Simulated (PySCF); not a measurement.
## `InChI=1S/C9H7N/c1-2-7-10-9-6-3-5-8(9)4-1/h1-7H`

Geometry:
```json
{"atom": "C1", "x (Å)": "2.457", "y (Å)": "-0.330", "z (Å)": "-0.180"}
{"atom": "C2", "x (Å)": "2.022", "y (Å)": "0.940", "z (Å)": "0.188"}
{"atom": "C3", "x (Å)": "0.704", "y (Å)": "1.371", "z (Å)": "0.369"}
{"atom": "C4", "x (Å)": "-0.452", "y (Å)": "0.621", "z (Å)": "0.220"}
{"atom": "C5", "x (Å)": "-1.767", "y (Å)": "1.060", "z (Å)": "0.404"}
{"atom": "C6", "x (Å)": "-2.635", "y (Å)": "-0.017", "z (Å)": "0.152"}
{"atom": "C7", "x (Å)": "-1.907", "y (Å)": "-1.161", "z (Å)": "-0.196"}
{"atom": "C8", "x (Å)": "-0.540", "y (Å)": "-0.840", "z (Å)": "-0.175"}
{"atom": "N9", "x (Å)": "0.411", "y (Å)": "-1.711", "z (Å)": "-0.459"}
{"atom": "C10", "x (Å)": "1.716", "y (Å)": "-1.489", "z (Å)": "-0.462"}
{"atom": "H11", "x (Å)": "3.541", "y (Å)": "-0.457", "z (Å)": "-0.268"}
{"atom": "H12", "x (Å)": "2.803", "y (Å)": "1.688", "z (Å)": "0.355"}
{"atom": "H13", "x (Å)": "0.567", "y (Å)": "2.417", "z (Å)": "0.662"}
{"atom": "H14", "x (Å)": "-2.059", "y (Å)": "2.070", "z (Å)": "0.694"}
{"atom": "H15", "x (Å)": "-3.724", "y (Å)": "0.035", "z (Å)": "0.218"}
{"atom": "H16", "x (Å)": "-2.296", "y (Å)": "-2.146", "z (Å)": "-0.447"}
{"atom": "H17", "x (Å)": "2.315", "y (Å)": "-2.369", "z (Å)": "-0.732"}
```

Method used: quadratic response CAM-B3LYP/aug-cc-pVDZ first hyperpolarisability, Taylor convention, gas phase in PySCF. Geometry: PBE0-D3(BJ)/def2-SVP.

Give the tensor of the second harmonic β(−2ω;ω,ω) at 1907 nm in the axes of these coordinates.

In au, Taylor convention; rows are the first index (the induced dipole):
|  | xx | yy | zz | xy | xz | yz |
| --- | --- | --- | --- | --- | --- | --- |
| x | -427.7 | +32.2 | +32.4 | +44.7 | +36.3 | -3.8 |
| y | +26.8 | -3.9 | -11.2 | +23.9 | -5.0 | +5.8 |
| z | +31.4 | +5.4 | -16.1 | -5.8 | +31.3 | -11.4 |

Norm of βᵢ = ⅓ Σⱼ (βᵢⱼⱼ + βⱼᵢⱼ + βⱼⱼᵢ): 370.9 au, hyper-Rayleigh value 170.6 au.
